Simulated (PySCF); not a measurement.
Isomers of C5H13NSi3.

All values: PBE0/pcSseg-1 (PySCF) at GFN2-xTB geometries, gas phase, one conformer each.

Question: Rank by the highest IAO charge on any atom, highest value first.
A. `[CH2:1]=[CH:2][CH2:3][SiH2:4][C:5]([SiH3:6])([SiH3:7])[C:8]#[N:9]` with C1–C2–C3–Si4 106°, C2–C3–Si4–C5 176°, C3–Si4–C5–Si6 58°
B. `[SiH3:1][N:2]([SiH3:3])[SiH2:4][C:5]#[C:6][CH:7]1[CH2:8][CH2:9]1` with Si1–N2–Si4–C5 44°
C. `[N:1]#[C:2][C@H:3]1[CH2:4][C@@H:5]([SiH2:6][SiH2:7][SiH3:8])[CH2:9]1` with C4–C5–Si6–Si7 163°, C5–Si6–Si7–Si8 161°, C2–C3–C4–C5 105°, C3–C4–C5–Si6 -107°, C4–C5–C9–C3 -10°, C2–C3–C9–C5 -105°
D. `[CH3:1][CH2:2][Si@@H:3]1[CH2:4][SiH2:5][C@H:6]1[SiH2:7][C:8]#[N:9]` with C1–C2–Si3–C4 169°, Si5–C6–Si7–C8 57°
E. `[CH3:1][C:2]1=[CH:3][CH:4]=[CH:5][Si@H:6]1[N:7]([SiH3:8])[SiH3:9]` with C5–Si6–N7–Si8 -164°
F. `[N:1]#[C:2][CH2:3][Si@H:4]([SiH3:5])[SiH2:6][CH:7]1[CH2:8][CH2:9]1` with C2–C3–Si4–Si5 64°, C3–Si4–Si6–C7 74°, Si4–Si6–C7–C8 148°

Answer: E (+0.981 e), D (+0.912 e), B (+0.896 e), A (+0.777 e), F (+0.480 e), C (+0.452 e).

Question: Rank by LUMO energy, lowest first.
A. `[CH2:1]=[C:2]([CH2:3][C:4]#[N:5])[SiH2:6][CH:7]([SiH3:8])[SiH3:9]` with C1–C2–C3–C4 -114°, C1–C2–Si6–C7 95°, C2–Si6–C7–Si8 -55°
B. `[CH3:1][C@@H:2]([SiH3:3])[Si@H:4]1[CH2:5][SiH2:6][C@@H:7]1[C:8]#[N:9]` with C1–C2–Si4–C5 -174°
C. `[CH3:1][C:2]1=[CH:3][CH:4]=[CH:5][Si@H:6]1[N:7]([SiH3:8])[SiH3:9]` with C5–Si6–N7–Si8 -164°
D. `[CH3:1][CH2:2][Si@@H:3]1[CH2:4][SiH2:5][C@H:6]([C:7]#[N:8])[SiH2:9]1` with C1–C2–Si3–C4 176°, C2–Si3–C4–Si5 -99°, Si3–C4–Si5–C6 -37°, C4–Si5–C6–C7 165°, Si5–C6–Si9–Si3 -27°

Answer: C (-1.57 eV), A (-0.92 eV), D (-0.59 eV), B (-0.46 eV).

Question: Rank by dipole moment, lowest first.
A. `[N:1]#[C:2][C@H:3]1[CH2:4][C@@H:5]([SiH2:6][SiH2:7][SiH3:8])[CH2:9]1` with C4–C5–Si6–Si7 163°, C5–Si6–Si7–Si8 161°, C2–C3–C4–C5 105°, C3–C4–C5–Si6 -107°, C4–C5–C9–C3 -10°, C2–C3–C9–C5 -105°
B. `[CH3:1][CH2:2][Si@@H:3]1[CH2:4][SiH2:5][C@H:6]1[SiH2:7][C:8]#[N:9]` with C1–C2–Si3–C4 169°, Si5–C6–Si7–C8 57°
C. `[SiH3:1][N:2]([SiH3:3])[SiH2:4][C:5]#[C:6][CH:7]1[CH2:8][CH2:9]1` with Si1–N2–Si4–C5 44°
D. `[CH2:1]=[C:2]([CH2:3][C:4]#[N:5])[SiH2:6][CH:7]([SiH3:8])[SiH3:9]` with C1–C2–C3–C4 -114°, C1–C2–Si6–C7 95°, C2–Si6–C7–Si8 -55°
E. `[CH3:1][C@@H:2]([SiH3:3])[Si@H:4]1[CH2:5][SiH2:6][C@@H:7]1[C:8]#[N:9]` with C1–C2–Si4–C5 -174°
F. `[CH3:1][C:2]1=[CH:3][Si@H:4]([N:5]([SiH3:6])[SiH3:7])[CH:8]=[CH:9]1` with C3–Si4–N5–Si6 36°

Answer: F (1.04 D), C (1.84 D), D (3.32 D), A (4.18 D), B (4.42 D), E (5.02 D).

All values together:

```json
{"SMILES": "CC1=CC=C[Si@H]1N([SiH3])[SiH3]", "μ (D)": "0.52", "HOMO (eV)": "-6.41", "LUMO (eV)": "-1.57", "lowest IAO charge (e)": "-1.017 (N)", "highest IAO charge (e)": "+0.981 (Si)", "lowest Hirshfeld charge (e)": "-0.341 (N)", "highest Hirshfeld charge (e)": "+0.378 (Si)"}
{"SMILES": "C=C(CC#N)[SiH2]C([SiH3])[SiH3]", "μ (D)": "3.32", "HOMO (eV)": "-8.21", "LUMO (eV)": "-0.92", "lowest IAO charge (e)": "-0.922 (C)", "highest IAO charge (e)": "+0.735 (Si)", "lowest Hirshfeld charge (e)": "-0.277 (C)", "highest Hirshfeld charge (e)": "+0.324 (Si)"}
{"SMILES": "[SiH3]N([SiH3])[SiH2]C#CC1CC1", "μ (D)": "1.84", "HOMO (eV)": "-7.29", "LUMO (eV)": "-0.43", "lowest IAO charge (e)": "-1.029 (N)", "highest IAO charge (e)": "+0.896 (Si)", "lowest Hirshfeld charge (e)": "-0.343 (N)", "highest Hirshfeld charge (e)": "+0.377 (Si)"}
{"SMILES": "N#CC[Si@H]([SiH3])[SiH2]C1CC1", "μ (D)": "2.93", "HOMO (eV)": "-7.98", "LUMO (eV)": "-0.80", "lowest IAO charge (e)": "-0.550 (C)", "highest IAO charge (e)": "+0.480 (Si)", "lowest Hirshfeld charge (e)": "-0.233 (N)", "highest Hirshfeld charge (e)": "+0.250 (Si)"}
{"SMILES": "C[C@@H]([SiH3])[Si@@H]1C[SiH2][C@H]1C#N", "μ (D)": "5.09", "HOMO (eV)": "-7.87", "LUMO (eV)": "-0.46", "lowest IAO charge (e)": "-0.837 (C)", "highest IAO charge (e)": "+0.927 (Si)", "lowest Hirshfeld charge (e)": "-0.264 (N)", "highest Hirshfeld charge (e)": "+0.385 (Si)"}
{"SMILES": "CC[Si@@H]1C[SiH2][C@H]1[SiH2]C#N", "μ (D)": "4.42", "HOMO (eV)": "-7.99", "LUMO (eV)": "-0.48", "lowest IAO charge (e)": "-0.943 (C)", "highest IAO charge (e)": "+0.912 (Si)", "lowest Hirshfeld charge (e)": "-0.288 (C)", "highest Hirshfeld charge (e)": "+0.374 (Si)"}
{"SMILES": "CC1=C[Si@H](N([SiH3])[SiH3])C=C1", "μ (D)": "1.04", "HOMO (eV)": "-6.64", "LUMO (eV)": "-1.56", "lowest IAO charge (e)": "-1.027 (N)", "highest IAO charge (e)": "+1.005 (Si)", "lowest Hirshfeld charge (e)": "-0.345 (N)", "highest Hirshfeld charge (e)": "+0.372 (Si)"}
{"SMILES": "C[C@@H]([SiH3])[Si@@H]1C[SiH2][C@@H]1C#N", "μ (D)": "4.52", "HOMO (eV)": "-7.89", "LUMO (eV)": "-0.46", "lowest IAO charge (e)": "-0.838 (C)", "highest IAO charge (e)": "+0.922 (Si)", "lowest Hirshfeld charge (e)": "-0.257 (N)", "highest Hirshfeld charge (e)": "+0.383 (Si)"}
{"SMILES": "C[C@@H]([SiH3])[Si@H]1C[SiH2][C@@H]1C#N", "μ (D)": "5.02", "HOMO (eV)": "-7.88", "LUMO (eV)": "-0.46", "lowest IAO charge (e)": "-0.837 (C)", "highest IAO charge (e)": "+0.926 (Si)", "lowest Hirshfeld charge (e)": "-0.264 (N)", "highest Hirshfeld charge (e)": "+0.386 (Si)"}
{"SMILES": "C=CC[SiH2]C([SiH3])([SiH3])C#N", "μ (D)": "3.53", "HOMO (eV)": "-7.41", "LUMO (eV)": "-0.36", "lowest IAO charge (e)": "-0.780 (C)", "highest IAO charge (e)": "+0.777 (Si)", "lowest Hirshfeld charge (e)": "-0.243 (N)", "highest Hirshfeld charge (e)": "+0.346 (Si)"}
{"SMILES": "N#C[C@H]1C[C@@H]([SiH2][SiH2][SiH3])C1", "μ (D)": "4.18", "HOMO (eV)": "-8.10", "LUMO (eV)": "-0.46", "lowest IAO charge (e)": "-0.368 (C)", "highest IAO charge (e)": "+0.452 (Si)", "lowest Hirshfeld charge (e)": "-0.232 (N)", "highest Hirshfeld charge (e)": "+0.243 (Si)"}
{"SMILES": "CC[Si@@H]1C[SiH2][C@H](C#N)[SiH2]1", "μ (D)": "5.35", "HOMO (eV)": "-8.04", "LUMO (eV)": "-0.59", "lowest IAO charge (e)": "-0.820 (C)", "highest IAO charge (e)": "+0.784 (Si)", "lowest Hirshfeld charge (e)": "-0.254 (N)", "highest Hirshfeld charge (e)": "+0.354 (Si)"}
```

Conformers: `[CH3:1][C:2]1=[CH:3][CH:4]=[CH:5][Si@H:6]1[N:7]([SiH3:8])[SiH3:9]` with C5–Si6–N7–Si8 -164°; `[CH2:1]=[C:2]([CH2:3][C:4]#[N:5])[SiH2:6][CH:7]([SiH3:8])[SiH3:9]` with C1–C2–C3–C4 -114°, C1–C2–Si6–C7 95°, C2–Si6–C7–Si8 -55°; `[SiH3:1][N:2]([SiH3:3])[SiH2:4][C:5]#[C:6][CH:7]1[CH2:8][CH2:9]1` with Si1–N2–Si4–C5 44°; `[N:1]#[C:2][CH2:3][Si@H:4]([SiH3:5])[SiH2:6][CH:7]1[CH2:8][CH2:9]1` with C2–C3–Si4–Si5 64°, C3–Si4–Si6–C7 74°, Si4–Si6–C7–C8 148°; `[CH3:1][C@@H:2]([SiH3:3])[Si@@H:4]1[CH2:5][SiH2:6][C@H:7]1[C:8]#[N:9]` with C1–C2–Si4–C5 -69°; `[CH3:1][CH2:2][Si@@H:3]1[CH2:4][SiH2:5][C@H:6]1[SiH2:7][C:8]#[N:9]` with C1–C2–Si3–C4 169°, Si5–C6–Si7–C8 57°; `[CH3:1][C:2]1=[CH:3][Si@H:4]([N:5]([SiH3:6])[SiH3:7])[CH:8]=[CH:9]1` with C3–Si4–N5–Si6 36°; `[CH3:1][C@@H:2]([SiH3:3])[Si@@H:4]1[CH2:5][SiH2:6][C@@H:7]1[C:8]#[N:9]` with C1–C2–Si4–C5 -87°, C2–Si4–C5–Si6 -108°, Si4–C5–Si6–C7 -8°, C5–Si6–C7–C8 129°, C2–Si4–C7–Si6 109°; `[CH3:1][C@@H:2]([SiH3:3])[Si@H:4]1[CH2:5][SiH2:6][C@@H:7]1[C:8]#[N:9]` with C1–C2–Si4–C5 -174°; `[CH2:1]=[CH:2][CH2:3][SiH2:4][C:5]([SiH3:6])([SiH3:7])[C:8]#[N:9]` with C1–C2–C3–Si4 106°, C2–C3–Si4–C5 176°, C3–Si4–C5–Si6 58°; `[N:1]#[C:2][C@H:3]1[CH2:4][C@@H:5]([SiH2:6][SiH2:7][SiH3:8])[CH2:9]1` with C4–C5–Si6–Si7 163°, C5–Si6–Si7–Si8 161°, C2–C3–C4–C5 105°, C3–C4–C5–Si6 -107°, C4–C5–C9–C3 -10°, C2–C3–C9–C5 -105°; `[CH3:1][CH2:2][Si@@H:3]1[CH2:4][SiH2:5][C@H:6]([C:7]#[N:8])[SiH2:9]1` with C1–C2–Si3–C4 176°, C2–Si3–C4–Si5 -99°, Si3–C4–Si5–C6 -37°, C4–Si5–C6–C7 165°, Si5–C6–Si9–Si3 -27°.
